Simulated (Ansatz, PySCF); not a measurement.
This PySCF input computes a SVWN5/def2-TZVPD energy:

```python
from pyscf import gto, scf, dft

mol = gto.M(
    atom='''
    Be    0.00000000    0.00000000    0.00000000
    Cl   -0.00000000   -0.00000000   -1.83888656
    Cl    0.00000000    0.00000000    1.83888656
    ''',
    basis='def2-tzvpd',
    charge=1,
    spin=1,
    symmetry='D2h',
    verbose=4,
)

mf = dft.UKS(mol, xc='svwn').density_fit(auxbasis='def2-universal-jkfit')
mf.grids.level = 3
mf.conv_tol = 1e-9
mf.max_cycle = 100
mf.max_memory = 1500
mf.kernel()
if not mf.converged:
    mf = mf.newton()
    mf.kernel(mf.make_rdm1())
mf.analyze()
```

Problem. Write an input for the same energy in Ansatz (a quantum-chemistry and plane-wave program) and say what it gives.

Solution. 
Ansatz 0.2 input:
```yaml
crystal:
  periodic: [false, false, false]
  atoms:
    - {symbol: Be, position_ang: [0.00000000, 0.00000000, 0.00000000]}
    - {symbol: Cl, position_ang: [-0.00000000, -0.00000000, -1.83888656]}
    - {symbol: Cl, position_ang: [0.00000000, 0.00000000, 1.83888656]}
basis:
  gaussian:
    orbitals: def2-TZVPD
hamiltonian:
  xc: {name: SVWN5}
total_charge: 1
magnetization: {spin_polarized: true, initial_magnetization: 1}
output: {forces: true}
```
It gives -931.71724 Eh, and PySCF -931.71727 Eh, a difference of 0.03 mEh, from the treatment of integrals and grids.
